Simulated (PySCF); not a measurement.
## CH7FSSi2

CH7FSSi2 is a small molecule, neutral, singlet. The structure, one conformer, was relaxed in the gas phase by PBE0-D3(BJ)/def2-SVP. No frequency run checks that it is a minimum.

SMILES: C[SiH](F)S[SiH3]

Coordinates in Å:
```
Si1    -0.347   -0.683    0.105
C2      0.408   -2.375    0.150
S3      1.209    0.761    0.340
Si4     0.074    2.533   -0.137
F5     -1.058   -0.441   -1.342
H6     -1.419   -0.480    1.116
H7     -0.368   -3.142    0.000
H8      1.161   -2.478   -0.645
H9      0.896   -2.560    1.119
H10    -1.302    2.418    0.431
H11    -0.011    2.744   -1.610
H12     0.796    3.675    0.491
```

Shieldings: GIAO PBE0/pcSseg-2. Shifts are against computed references at the same level: C TMS (σ 184.1 ppm), H TMS (σ 31.24 ppm), Si TMS (σ 341.3 ppm). Core levels by delta-SCF with SCAN, pcX-2 on the ionised atom and pcseg-1 elsewhere, spin-free X2C (2p3/2 is the spin-free 2p value less a third of a first-order spin-orbit splitting); from the vacuum level, for chosen atoms.

Q: Give the shieldings and core levels atom by atom.

A: 
```tsv
atoms	bonded to	σ (ppm)	δ (ppm)	core level (eV)
Si1	1 C + 1 F + 1 S + 1 H	316.4	24.9	2p3/2 107.99
C2	1 Si + 3 H	182.0	2.1	1s 290.69
S3	2 Si	744.5	-	2p3/2 168.84
Si4	1 S + 3 H	396.2	-54.9	2p3/2 107.36
F5	1 Si	334.0	-	1s 692.16
H6	1 Si	25.59	5.66	-
H7 H8 H9	1 C	30.67	0.57	-
H10 H11 H12	1 Si	26.51	4.73	-
```

Values are those of this one static structure, with the three H of a rotating XH3 group averaged; atoms that internal rotation interchanges would show their mean in an NMR spectrum.

Q: Which of Si1, Si4 holds its core electrons tightest, and by how much against the loosest?

A: Si1 (bonded to 1 C + 1 F + 1 S + 1 H), by 0.63 eV over Si4 (bonded to 1 S + 3 H).

Q: By CAM-B3LYP/def2-SVPD (TDDFT singlets, Tamm-Dancoff triplets, ionisation by delta-SCF), where does absorption start, and what does vertical ionisation take?

A: The lowest singlet lies at 6.31 eV (f 0.014), the strongest of the first 6 at 7.84 eV (f 0.033), the lowest triplet at 5.93 eV; vertical ionisation takes 9.72 eV.
